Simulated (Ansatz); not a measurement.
Energy profile

The step: InH₃O₂ ([OH][InH][OH]) + HF → InH₂O₂F ([OH][In]([OH])[F]) + H₂; bonds formed: In1–F6, H2–H5; bonds broken: In1–H2, H5–F6 (atoms numbered as in the saddle structure below).

In1  (-0.325, -0.112, -0.234)
H2  (1.469, -0.695, 0.388)
O3  (-0.343, 0.531, -2.083)
O4  (-1.806, -1.005, 0.685)
H5  (1.381, 0.189, 0.835)
F6  (0.784, 1.212, 1.091)
H7  (0.456, 1.020, -2.299)
H8  (-1.617, -1.140, 1.617)
(Å)

Electronic energies by CCSD(T) at an estimated basis limit (MP2 extrapolated from triple and quadruple zeta, plus CCSD(T) − MP2 in triple zeta), on PBE0-D4/def2-TZVP structures; InH4O2F, singlet; no counterpoise correction. Computed with Ansatz 0.2.0 (basis: def2-TZVPP and def2-QZVPP); correlated methods freeze the cores. Filled d shells of the heavier atoms are correlated. Core potentials replace the inner electrons of the atoms past krypton. The def2 sets are not built for correlating such inner shells, so the correlated values are less sure here. Extrapolation: Hartree–Fock as exp(−7.88 √X), correlation as X^−2.97.

Question: Give the profile in kJ/mol, counted from the separated reactants. (Judge from chemistry; the value comes from the calculation.)

Answer: By the calculation:
```
                                                                                                    point  kJ/mol
     separated: InH3O2 (linked as [OH][InH][OH]; In1, H2, O3, O4, H7, H8; singlet) + HF (H5, F6; singlet)     0.0
                                                                                          start structure   -20.5
                                                                                                   saddle    54.5
                                                                                            end structure   -41.0
separated: InH2O2F (linked as [OH][In]([OH])[F]; In1, O3, O4, F6, H7, H8; singlet) + H2 (H2, H5; singlet)   -29.7
```

No T1 diagnostic of these runs exceeds 0.018.

For scale, one of the runs: CCSD(T)/def2-TZVPP, 199 basis functions, launched by `ansatz run in.yaml --threads 4 --pin off --events-out ev --progress --plain --max-ram 9574MiB`. Hardware: 4 CPU threads of an Arm Neoverse V1, shared host. Wall time 86 s; peak host memory 2.9 GiB.
